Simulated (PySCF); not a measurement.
C₂H₅ClSi, SMILES [SiH3]/C=C\Cl. Geometry optimised at PBE-D3(BJ)/def2-SVP. The structure was generated by enumeration; whether it is a known compound was not checked.

Task: Give the equilibrium geometry at PBE-D3(BJ)/def2-SVP (PySCF confirms it by a frequency run) as a Z-matrix, and its point group. (Estimate from the structure and the level; the computed values follow.)

Result: point group Cs.
```
C
C 1 1.3455
H 2 1.1022 1 124.78
H 1 1.1043 2 115.58 3 0.00
Cl 2 1.7430 3 112.26 1 180.00
Si 1 1.8837 4 119.90 2 180.00
H 6 1.5035 1 108.35 4 0.00
H 6 1.5041 7 108.96 1 -120.79
H 6 1.5041 7 108.96 8 -118.41
```
